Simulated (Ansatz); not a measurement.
Mulliken charges of `O[SiH2]O[SiH2]Cl` from ωB97M-V/def2-TZVPP in Ansatz (PBE0-D4/def2-TZVP geometry).

| atom | x (Å) | y (Å) | z (Å) | charge (e) |
| --- | --- | --- | --- | --- |
| O1 | -1.085 | -1.598 | 0.751 | -0.381 |
| Si2 | 0.401 | -1.403 | 0.097 | 0.502 |
| O3 | 0.860 | 0.176 | 0.085 | -0.390 |
| Si4 | 0.282 | 1.676 | -0.097 | 0.454 |
| Cl5 | -1.586 | 1.593 | -0.972 | -0.240 |
| H6 | -1.839 | -1.257 | 0.265 | 0.183 |
| H7 | 1.338 | -2.136 | 0.969 | -0.032 |
| H8 | 0.437 | -1.883 | -1.306 | -0.052 |
| H9 | 0.116 | 2.338 | 1.214 | -0.023 |
| H10 | 1.160 | 2.443 | -1.003 | -0.020 |

Q: By hand: the dipole of these point charges (1 e Å = 4.8032 D).

A: Σ q r = (0.360, 0.048, -0.004) e Å, of length 0.363 e Å = 1.74 D.

Q: How does the dipole of the full density compare? (An estimate is asked.)

A: The calculation gave: (0.043, 0.093, -0.090) e Å, 0.66 D; the point charges give 2.64 times that, at 66° from its direction.

Point charges leave out the atoms' own dipoles, such as those of lone pairs, and Mulliken's split depends on the basis, so the two needn't agree.
